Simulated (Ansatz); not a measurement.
Geometry optimisation, Ansatz, UKS PBE0-D4/STO-3G.

The input (input.yaml):

```yaml
crystal:
  periodic: [false, false, false]
  atoms:
    - { symbol: C, position_ang: [-0.6349, -2.133, -0.9855] }
    - { symbol: C, position_ang: [-0.3535, -1.0813, -0.4393] }
    - { symbol: C, position_ang: [0.0138, 0.1228, 0.2123] }
    - { symbol: C, position_ang: [1.1286, 0.898, -0.2178] }
    - { symbol: Si, position_ang: [2.1306, 0.6449, -1.6923] }
    - { symbol: "N", position_ang: [-0.6756, 0.4427, 1.3599] }
    - { symbol: C, position_ang: [-1.9203, -0.1397, 1.7594] }
    - { symbol: H, position_ang: [-0.9386, -2.9673, -1.4977] }
    - { symbol: H, position_ang: [0.09142, 1.05663, -0.34452] }
    - { symbol: H, position_ang: [3.0999, 1.7761, -1.7241] }
    - { symbol: H, position_ang: [1.3202, 0.6553, -2.9054] }
    - { symbol: H, position_ang: [2.9159, -0.6065, -1.5602] }
    - { symbol: H, position_ang: [-0.5555, 1.3903, 1.6987] }
    - { symbol: H, position_ang: [-1.901, -1.214, 1.9074] }
    - { symbol: H, position_ang: [-2.2603, 0.2739, 2.7159] }
    - { symbol: H, position_ang: [-2.7143, 0.1167, 1.0329] }
magnetization:
  spin_polarized: true
basis:
  gaussian: { orbitals: STO-3G }
hamiltonian:
  xc: pbe0
  dispersion: d4
relax:
  f_tol: 0.02
  max_steps: 50
```

Launched with:

```bash
$ ansatz run input.yaml --threads 1 --pin off --max-ram 2048MiB --backend cpu --events-out ev --progress --plain --runs-dir out
```

**Question.** Where does it end, and by what steps?

**Answer.** The run converged. The force dipped under the threshold on the way, but the program's further checks kept it going. Limits of this set-up: minimal basis. After 23 steps the energy has fallen by 6.818 eV; H9 moved furthest, 1.42 Å. The start is strongly strained (largest force component 10 eV/Å), so its close contacts needn't be bonds. Parted: C3–H9 (1.09 → 2.09 Å).

```json
{"step": "0", "energy less start (eV)": "0.0000", "largest force component (eV/Å)": "9.648", "accepted": "yes"}
{"step": "1", "energy less start (eV)": "-2.0849", "largest force component (eV/Å)": "5.317", "accepted": "yes"}
{"step": "2", "energy less start (eV)": "-3.2963", "largest force component (eV/Å)": "3.601", "accepted": "yes"}
{"step": "3", "energy less start (eV)": "-4.3856", "largest force component (eV/Å)": "3.638", "accepted": "yes"}
{"step": "4", "energy less start (eV)": "-5.3360", "largest force component (eV/Å)": "2.645", "accepted": "yes"}
{"step": "5", "energy less start (eV)": "-5.8713", "largest force component (eV/Å)": "2.284", "accepted": "yes"}
{"step": "6", "energy less start (eV)": "-6.2699", "largest force component (eV/Å)": "1.721", "accepted": "yes"}
{"step": "7", "energy less start (eV)": "-6.5738", "largest force component (eV/Å)": "1.443", "accepted": "yes"}
{"step": "8", "energy less start (eV)": "-6.7149", "largest force component (eV/Å)": "0.783", "accepted": "yes"}
{"step": "9", "energy less start (eV)": "-6.7782", "largest force component (eV/Å)": "0.836", "accepted": "yes"}
{"step": "10", "energy less start (eV)": "-6.8018", "largest force component (eV/Å)": "0.339", "accepted": "yes"}
{"step": "11", "energy less start (eV)": "-6.7935", "largest force component (eV/Å)": "0.544", "accepted": "no"}
{"step": "12", "energy less start (eV)": "-6.8145", "largest force component (eV/Å)": "0.096", "accepted": "yes"}
{"step": "13", "energy less start (eV)": "-6.8154", "largest force component (eV/Å)": "0.062", "accepted": "yes"}
{"step": "14", "energy less start (eV)": "-6.8162", "largest force component (eV/Å)": "0.026", "accepted": "yes"}
{"step": "15", "energy less start (eV)": "-6.8162", "largest force component (eV/Å)": "0.048", "accepted": "no"}
{"step": "16", "energy less start (eV)": "-6.8166", "largest force component (eV/Å)": "0.017", "accepted": "yes"}
{"step": "17", "energy less start (eV)": "-6.8169", "largest force component (eV/Å)": "0.030", "accepted": "yes"}
{"step": "18", "energy less start (eV)": "-6.8171", "largest force component (eV/Å)": "0.036", "accepted": "yes"}
{"step": "19", "energy less start (eV)": "-6.8174", "largest force component (eV/Å)": "0.034", "accepted": "yes"}
{"step": "20", "energy less start (eV)": "-6.8176", "largest force component (eV/Å)": "0.034", "accepted": "yes"}
{"step": "21", "energy less start (eV)": "-6.8177", "largest force component (eV/Å)": "0.042", "accepted": "yes"}
{"step": "22", "energy less start (eV)": "-6.8179", "largest force component (eV/Å)": "0.033", "accepted": "yes"}
{"step": "23", "energy less start (eV)": "-6.8180", "largest force component (eV/Å)": "0.014", "accepted": "yes"}
```

```xyz
16
Properties=species:S:1:pos:R:3
C -0.436 -2.266 -0.874
C -0.233 -1.210 -0.334
C 0.033 0.086 0.279
C 0.922 0.953 -0.259
Si 1.920 0.602 -1.774
N -0.628 0.314 1.548
C -2.055 -0.112 1.625
H -0.616 -3.213 -1.357
H 1.052 1.907 0.260
H 2.782 1.729 -2.039
H 1.061 0.395 -2.918
H 2.735 -0.579 -1.597
H -0.549 1.333 1.784
H -2.115 -1.183 1.381
H -2.408 0.038 2.657
H -2.721 0.442 0.937
```

Whether the end is a true minimum wasn't checked by a vibrational analysis.

The run took 2.8 min on 1 thread of Arm Neoverse V2, on a shared host, peak memory 0.19 GiB.
